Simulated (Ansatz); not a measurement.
A made-up structure of MgBH2I, closed shell:

Mg1  (-0.878, 0.531, -0.459)
B2  (0.354, -0.691, 0.162)
I3  (1.925, 0.496, 1.089)
H4  (-1.757, 1.528, -0.895)
H5  (0.356, -1.865, 0.103)
(Å)

It is relaxed with PBE-D4/def2-SVP and then PBE0-D4/def2-TZVP (Ansatz 0.2.0). Atoms count as bonded within 1.22 times the sum of their covalent radii (H–H: 0.88 Å). The end point is not checked to be a true minimum.

Q: Does its bonding change? (Judge from chemistry; the calculation decides.)

A: By the calculation: Yes. Formed: none; broken: Mg1–I3.

Where it ends: The first stage lowers the energy by 1.99 eV in 7 steps. It ends as MgBH₂I ([MgH][BH][I]):
Mg1  (-1.070, 0.683, -0.558)
B2  (0.485, -0.760, 0.230)
I3  (2.152, 0.183, 1.199)
H4  (-2.190, 1.841, -1.119)
H5  (0.623, -1.948, 0.247)
(Å)

Labels in which every atom is bracketed show which atoms are joined, not bond orders.

For scale, one of the runs: PBE0-D4/def2-TZVP relaxation, 125 basis functions, launched by `ansatz run in.yaml --threads 2 --pin off --events-out ev --progress --plain --max-ram 4352MiB`. The run took about 11 s on 2 CPU threads of an Arm Neoverse V2 (shared host).
